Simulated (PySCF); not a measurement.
Compounds:
1. `[SiH3][Si@@H]([SiH2]C)P`, CH11PSi3
2. SMILES C#C[C@H]1C(=C)[SiH2]C1=O, C6H6OSi
3. isopropenyloxytrimethylsilane, C6H14OSi
4. SMILES O=C1CO[Si@@H](C#C)O1, C4H4O3Si
5. `C=C(C(=O)Cl)C(C)C`, C6H9ClO
6. SMILES Cl[C@@H]1CC[C@@H]2O[C@@H]2C1, C6H9ClO
7. `CC/C=C(\C)C(=O)Cl`, C6H9ClO

[PySCF 2.14: shielding tensors at PBE0/pcSseg-1 (GIAO); GFN2-xTB structure; single conformer; averaged over atoms made equivalent by symmetry, fast rotation or ring inversion; isolated molecule; no relativistic terms]

δ = σ(ref) − σ, references computed at the same level: $^{1}$H and $^{13}$C vs TMS. Shifts are as computed. Against solution values, carbons near 30 ppm lie about +3 ppm off and those near 130 ppm about +5 ppm; carbons on Cl a further +6 ppm. Of 1211 compounds with measured shifts, 218 miss one by over three times the rms of a fit or turn the order of signals round; such compounds aren't used in these exercises. Carbons bonded to Cl come out too deshielded.

Question: Which show a $^{1}$H signal below 0.7 ppm from a carbon-bound hydrogen?

Answer: 1 (0.18: hydrogen on a methyl carbon bonded to Si); 3 (0.15: hydrogen on a methyl carbon bonded to Si).

Question: Which show a $^{13}$C signal above 185 ppm?

Answer: 2 (239.0: carbonyl carbon).

Question: Which give exactly 5 $^{13}$C signals?

Answer: 5 (δ 178.7, 160.4, 138.7, 34.2, 23.4).
